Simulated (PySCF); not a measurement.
C₂HCl₃, SMILES ClC=C(Cl)Cl.

The structure is a stationary point at PBE0-D3(BJ)/def2-SVP.

The numbers are results of SMD-ωB97X/def2-SVP in PySCF, not measurements.

Solvation free energies are E(SMD) − E(gas) at the gas-phase geometry, for 1 M in both phases. In vacuum the dipole moment is 0.90 D.

Q: Estimate the solvation free energies in water, acetonitrile, dichloromethane. (The exact figures need the calculation; the answer reports its results.)

A: 
| solvent | ΔG(solv) (kcal/mol) | its non-electrostatic (CDS) part | dipole (D) |
|---|---|---|---|
| water | 0.8 | 2.6 | 1.32 |
| acetonitrile | -3.2 | -1.5 | 1.31 |
| dichloromethane | -3.8 | -2.4 | 1.24 |
